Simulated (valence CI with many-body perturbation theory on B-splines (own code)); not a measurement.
Level structure of S¹⁰⁺

Computed by valence CI with perturbative core correlation (CI+MBPT): four valence electrons over a frozen Dirac-Fock core [He], a basis of 11 s, 11 p, 10 d, 8 f, 5 g, 2 h functions for each j, with the one-electron correlation potential Σ1 (screened to all orders), the two-electron term Σ2, the three-electron term Σ3, Breit, model QED; selected single and double excitations, second order for the rest, scaled by the run's own slope (own B-spline code, finite nucleus).

No measured levels were compared; by estimate levels of excited configurations hold to 0.05 to 0.15 % of their energy, terms of the ground configuration to about 0.5 %. Among the levels kept, up to 880 cm⁻¹ of a level comes from second order outside the variational space, and about a tenth of that is noise between levels of different J, which matters for small intervals.

Levels 46 to 90 of 172, with energies above the lowest level, 2s2 2p2 3P_0. "Leading %" is the weight of the configuration and term that name the level; weights of strongly mixed levels are sums over their largest components and can fall short. In the jj column 3d3/2^4 stands for four electrons in 3d with j = 3/2.

```
No.  Configuration  Term  J  E (cm⁻¹)  Leading %    Second component      g                   Leading jj
 46      2s2 2p 3d   3P°  1   2561700         85  10 % 2s2 2p 3d 3D°  1.390      2s^2 2p3/2 3d3/2 (79 %)
 47      2s2 2p 3d   3P°  0   2562600         95                                 2s^2 2p3/2 3d3/2 (95 %)
 48      2s 2p2 3s    3P  0   2566500         91    8 % 2s2 2p 3p 3P                2s 2p1/2^2 3s (44 %)
 49      2s 2p2 3s    3P  1   2570300         91    7 % 2s2 2p 3p 3P  1.500     2s 2p1/2 2p3/2 3s (74 %)
 50      2s 2p2 3s    3P  2   2576800         91    7 % 2s2 2p 3p 3P  1.499         2s 2p3/2^2 3s (52 %)
 51      2s2 2p 3d   1F°  3   2589200         94                      1.003      2s^2 2p3/2 3d3/2 (41 %)
 52      2s2 2p 3d   1P°  1   2589700         93                      0.997      2s^2 2p3/2 3d5/2 (71 %)
 53      2s 2p2 3p   3S°  1   2607300         92                      2.005  2s 2p1/2 2p3/2 3p1/2 (29 %)
 54      2s 2p2 3p   5D°  0   2611800         99                                 2s 2p1/2^2 3p1/2 (42 %)
 55      2s 2p2 3p   5D°  1   2613200         97                      1.515  2s 2p1/2 2p3/2 3p1/2 (42 %)
 56      2s 2p2 3p   5D°  2   2615700         96                      1.509  2s 2p1/2 2p3/2 3p1/2 (44 %)
 57      2s 2p2 3p   5D°  3   2619800         97                      1.504  2s 2p1/2 2p3/2 3p3/2 (66 %)
 58      2s 2p2 3p   5D°  4   2625100         99                      1.500      2s 2p3/2^2 3p3/2 (62 %)
 59      2s 2p2 3p   5P°  1   2627100         96                      2.475  2s 2p1/2 2p3/2 3p1/2 (39 %)
 60      2s 2p2 3p   5P°  2   2628700         95                      1.822  2s 2p1/2 2p3/2 3p3/2 (29 %)
 61      2s 2p2 3p   5P°  3   2632700         96                      1.657  2s 2p1/2 2p3/2 3p3/2 (37 %)
 62      2s 2p2 3p   3D°  1   2650000         98                      0.510  2s 2p1/2 2p3/2 3p3/2 (46 %)
 63      2s 2p2 3p   3D°  2   2653500         97                      1.174  2s 2p1/2 2p3/2 3p3/2 (51 %)
 64      2s 2p2 3p   3D°  3   2658800         97                      1.337      2s 2p3/2^2 3p3/2 (45 %)
 65      2s 2p2 3p   5S°  2   2663300         97                      1.996  2s 2p1/2 2p3/2 3p3/2 (31 %)
 66      2s 2p2 3p   3P°  0   2670300         99                             2s 2p1/2 2p3/2 3p3/2 (71 %)
 67      2s 2p2 3p   3P°  1   2671900         97                      1.493  2s 2p1/2 2p3/2 3p3/2 (40 %)
 68      2s 2p2 3p   3P°  2   2674000         97                      1.497  2s 2p1/2 2p3/2 3p3/2 (39 %)
 69      2s 2p2 3s    3D  1   2674100         97                      0.499     2s 2p1/2 2p3/2 3s (67 %)
 70      2s 2p2 3s    3D  2   2674300         97                      1.167     2s 2p1/2 2p3/2 3s (64 %)
 71      2s 2p2 3s    3D  3   2674400         97                      1.334     2s 2p1/2 2p3/2 3s (61 %)
 72      2s 2p2 3s    1D  2   2706200         97                      1.000     2s 2p1/2 2p3/2 3s (64 %)
 73      2s 2p2 3d    5F  1   2712000         98                      0.013  2s 2p1/2 2p3/2 3d3/2 (39 %)
 74      2s 2p2 3d    5F  2   2713300         97                      1.012  2s 2p1/2 2p3/2 3d3/2 (45 %)
 75      2s 2p2 3d    5F  3   2715400         96                      1.260  2s 2p1/2 2p3/2 3d3/2 (41 %)
 76      2s 2p2 3d    5F  4   2718400         96                      1.355  2s 2p1/2 2p3/2 3d5/2 (63 %)
 77      2s 2p2 3d    5F  5   2722400         99                      1.400      2s 2p3/2^2 3d5/2 (62 %)
 78      2s 2p2 3d    5D  0   2730300         98                             2s 2p1/2 2p3/2 3d3/2 (86 %)
 79      2s 2p2 3d    5D  1   2730400         96                      1.500  2s 2p1/2 2p3/2 3d3/2 (67 %)
 80      2s 2p2 3d    5D  2   2730900         92                      1.500  2s 2p1/2 2p3/2 3d3/2 (38 %)
 81      2s 2p2 3d    5D  3   2731900         88    7 % 2s 2p2 3d 5P  1.501  2s 2p1/2 2p3/2 3d5/2 (30 %)
 82      2s 2p2 3d    5D  4   2734400         96                      1.493  2s 2p1/2 2p3/2 3d5/2 (46 %)
 83      2s 2p2 3d    5P  3   2746700         91    7 % 2s 2p2 3d 5D  1.654  2s 2p1/2 2p3/2 3d5/2 (43 %)
 84      2s 2p2 3d    3P  2   2748000         81   13 % 2s 2p2 3d 5P  1.542  2s 2p1/2 2p3/2 3d3/2 (40 %)
 85      2s 2p2 3d    5P  2   2749500         81   15 % 2s 2p2 3d 3P  1.774  2s 2p1/2 2p3/2 3d5/2 (39 %)
 86      2s 2p2 3d    5P  1   2750600         94                      2.458      2s 2p3/2^2 3d3/2 (55 %)
 87      2s 2p2 3d    3P  1   2752900         94                      1.524      2s 2p3/2^2 3d5/2 (45 %)
 88      2s 2p2 3d    3P  0   2755300         97                                 2s 2p3/2^2 3d5/2 (65 %)
 89      2s 2p2 3d    3F  2   2762500         99                      0.669  2s 2p1/2 2p3/2 3d5/2 (47 %)
 90      2s 2p2 3d    3F  3   2766300         98                      1.085  2s 2p1/2 2p3/2 3d5/2 (40 %)
```
